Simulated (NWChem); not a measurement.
System: CH₅MgNS; SMILES C[S][Mg][NH2]

```xyz
9

Mg     0.0130    -1.1115    -0.0886
N     -0.3039    -2.9706    -0.2249
H     -0.4109    -3.6190     0.5479
H     -0.3893    -3.5013    -1.0853
S      0.3743     1.1631     0.0636
C     -1.3432     1.8701     0.0889
H     -1.8945     1.6337    -0.8246
H     -1.2382     2.9558     0.1548
H     -1.9116     1.5271     0.9570
```
Atoms are numbered in this order, from 1.

Level: B3LYP/6-31G* (spherical d) (NWChem), optimised geometry, unscaled harmonic frequencies. 

| frequency (cm⁻¹) | IR intensity (km/mol) |
|---|---|
| 55 | 0.2 |
| 74 | 8.8 |
| 122 | 24.6 |
| 135 | 0.2 |
| 175 | 53.8 |
| 246 | 101.3 |
| 366 | 10.0 |
| 548 | 79.1 |
| 685 | 5.5 |
| 739 | 106.1 |
| 976 | 8.0 |
| 987 | 7.7 |
| 1389 | 25.1 |
| 1514 | 5.0 |
| 1519 | 4.2 |
| 1602 | 12.2 |
| 3066 | 36.5 |
| 3145 | 8.3 |
| 3150 | 5.7 |
| 3540 | 1.9 |
| 3623 | 4.8 |

```yaml
zero_point_energy: 39.5 kcal/mol
thermal correction to the enthalpy at 298.15 K (with zero-point energy): 45.0 kcal/mol
heat capacity Cv: 22.8 cal/(mol K)
entropy at 298.15 K and 1 atm (symmetry number 1): 87.0 cal/(mol K)
dipole_moment: 2.13 D
```

Rigid rotor and harmonic oscillator; modes under 100 cm⁻¹ make the entropy uncertain.
